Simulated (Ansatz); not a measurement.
`[F][Ge]([F])([I])[I]`, relaxed with RKS PBE0-D4/def2-TZVP in Ansatz from a PBE-D4/def2-SVP geometry. The force threshold is 0.005 eV/Å; the program also tests the step.

The species carries charge 0 and has multiplicity 1. I: def2 effective core potential.

Start:

```xyz
5

F     1.192   -0.939   -0.989
Ge    0.108   -0.004    0.005
F     1.155    0.834    1.118
I    -1.082    1.666   -1.420
I    -1.373   -1.557    1.286
```

```tsv
step	energy (eV)	largest force (eV/Å)	largest move (Å)
1	-78149.5595	0.794	0.000
2	-78149.5811	0.420	0.054
3	-78149.5925	0.184	0.032
4	-78149.5943	0.035	0.015
5	-78149.5944	0.002	0.005
```

End:

```xyz
5

F     1.170   -0.923   -0.974
Ge    0.101   -0.004    0.006
F     1.134    0.821    1.100
I    -1.059    1.651   -1.407
I    -1.346   -1.545    1.276
```

Hardware: 4 threads of an AMD EPYC 7R43 on a shared host. Wall time 32 s, peak host memory 0.77 GiB.
